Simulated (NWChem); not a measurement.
Molecule: C2H5FSi; SMILES F[SiH2]C=C

```xyz
9

Si    -0.5260    -0.7206     0.0007
F      1.0405    -1.2210    -0.0005
C     -0.5187     1.1448    -0.0014
C      0.6282     1.8537     0.0009
H     -1.1934    -1.2746     1.2283
H     -1.1966    -1.2769    -1.2242
H     -1.4836     1.6867    -0.0047
H      0.6381     2.9574    -0.0003
H      1.6107     1.3512     0.0039
```
Atoms are numbered in this order, from 1.

Level: PBE-D3(BJ)/def2-SVP (NWChem), optimised geometry, unscaled harmonic frequencies. 

### Question
List the harmonic frequencies with IR intensities, and the thermochemistry.

### Answer
```json
[
 {"frequency (cm⁻¹)": "119", "IR intensity (km/mol)": "0.3"},
 {"frequency (cm⁻¹)": "157", "IR intensity (km/mol)": "1.9"},
 {"frequency (cm⁻¹)": "395", "IR intensity (km/mol)": "0.1"},
 {"frequency (cm⁻¹)": "399", "IR intensity (km/mol)": "15.1"},
 {"frequency (cm⁻¹)": "650", "IR intensity (km/mol)": "8.6"},
 {"frequency (cm⁻¹)": "669", "IR intensity (km/mol)": "106.3"},
 {"frequency (cm⁻¹)": "704", "IR intensity (km/mol)": "2.2"},
 {"frequency (cm⁻¹)": "826", "IR intensity (km/mol)": "23.4"},
 {"frequency (cm⁻¹)": "897", "IR intensity (km/mol)": "226.8"},
 {"frequency (cm⁻¹)": "930", "IR intensity (km/mol)": "89.7"},
 {"frequency (cm⁻¹)": "955", "IR intensity (km/mol)": "22.8"},
 {"frequency (cm⁻¹)": "984", "IR intensity (km/mol)": "64.4"},
 {"frequency (cm⁻¹)": "1003", "IR intensity (km/mol)": "14.4"},
 {"frequency (cm⁻¹)": "1228", "IR intensity (km/mol)": "0.6"},
 {"frequency (cm⁻¹)": "1368", "IR intensity (km/mol)": "12.7"},
 {"frequency (cm⁻¹)": "1620", "IR intensity (km/mol)": "6.8"},
 {"frequency (cm⁻¹)": "2171", "IR intensity (km/mol)": "107.3"},
 {"frequency (cm⁻¹)": "2172", "IR intensity (km/mol)": "142.2"},
 {"frequency (cm⁻¹)": "3053", "IR intensity (km/mol)": "9.7"},
 {"frequency (cm⁻¹)": "3068", "IR intensity (km/mol)": "3.5"},
 {"frequency (cm⁻¹)": "3151", "IR intensity (km/mol)": "4.2"}
]
```

| Quantity | Value |
|---|---|
| zero-point energy | 37.9 kcal/mol |
| thermal correction to the enthalpy at 298.15 K (with zero-point energy) | 41.9 kcal/mol |
| heat capacity Cv | 18.5 cal/(mol K) |
| entropy at 298.15 K and 1 atm (symmetry number 1) | 73.6 cal/(mol K) |
| dipole moment | 1.53 D |

Rigid rotor and harmonic oscillator.
